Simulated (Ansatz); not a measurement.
C$_{2}$H$_{3}$BF$_{2}$ (`FB1CC1F`). Charge 0, multiplicity 1.

Z-matrix (Å, degrees):
```
C
B 1 1.517
C 1 1.559 2 59.3
H 1 1.084 2 131.5 3 100.6
H 1 1.093 2 110.5 3 -108.0
F 2 1.305 1 146.2 3 164.0
F 3 1.370 1 119.3 2 -115.3
H 3 1.088 1 111.9 2 112.6
```

(1) Give the diagnostics of a CCSD(T)/def2-TZVPP run (frozen core, Ansatz 0.2.0). (Best estimate.)

Answers

(1) Computed: T1 = 0.0127, largest single amplitude 0.025, largest double 0.022, (T) share of the correlation energy 3.5 %, 10 CCSD cycles. The RHF solution is stable towards an unrestricted one. T1 lies under the customary mark of 0.02 for closed shells.
